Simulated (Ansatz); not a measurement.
Computed with Ansatz on PBE0-D4/def2-TZVP structures; ΔE is electronic, products minus reactants. CCSD(T)/CBS is the MP2 limit (def2-TZVPP, def2-QZVPP) plus CCSD(T) − MP2 in def2-TZVPP, frozen cores. This one scheme is used for every species. def2 core potentials past Kr. For Sb outer-core shells are correlated without core-valence functions, which leaves a few kJ/mol of doubt a bond.

Reaction (ligand exchange at the Sb–N bond): `[SiH3][NH][SbH2]` + NH₃ → `[NH2][SbH2]` + `N[SiH3]`

`[SiH3][NH][SbH2]`:

Cartesian coordinates in Å:
```
Si 0.405 0.302 1.112
N 0.173 -0.913 -0.082
Sb -0.655 -0.644 -1.914
H 1.396 1.347 0.720
H 0.882 -0.340 2.368
H -0.890 0.992 1.350
H 0.743 -1.744 -0.031
H 0.023 0.907 -2.212
H -2.079 0.094 -1.311
```

NH₃:

Z-matrix (Å, degrees):
```
N
H 1 1.013
H 1 1.013 2 107.1
H 1 1.013 2 107.1 3 -114.5
```

`[NH2][SbH2]`:

Z-matrix (Å, degrees):
```
N
Sb 1 2.036
H 1 1.012 2 114.0
H 1 1.012 2 111.2 3 122.4
H 2 1.710 1 93.5 3 63.2
H 2 1.724 1 99.5 3 -27.6
```

`N[SiH3]`:

Cartesian coordinates in Å:
```
N 0.588 -0.702 0.548
Si -0.372 0.352 -0.415
H 0.209 -1.080 1.401
H 1.575 -0.527 0.644
H -1.700 -0.287 -0.605
H -0.612 1.715 0.148
H 0.313 0.528 -1.721
```

| species | CCSD(T)/CBS(def2) energy (Eh) |
| --- | --- |
| `[SiH3][NH][SbH2]` | -587.40566 |
| NH₃ | -56.50880 |
| `[NH2][SbH2]` | -297.10356 |
| `N[SiH3]` | -346.80422 |

(1) Work out ΔE.

Largest T1 diagnostic among the species: 0.013.

## Answers

(1) ΔE = (-297.10356) + (-346.80422) − (-587.40566) − (-56.50880) = 0.00668 Eh = +4.2 kcal/mol.

From BLYP to BHLYP (50 % exact exchange), in def2-TZVPP and without D4, ΔE moves by +0.8 kcal/mol. Leaving LDA and LC-ωPBE aside and taking each functional with its dispersion term where it has one, the values, not all of them listed here, spread over 1.3 kcal/mol, from B2PLYP to BHLYP-D4. In def2-TZVPP, CCSD(T) changes the Hartree–Fock value by +1.7 kcal/mol (the triples alone add +0.3 kcal/mol) and MP2 by +2.2 kcal/mol.
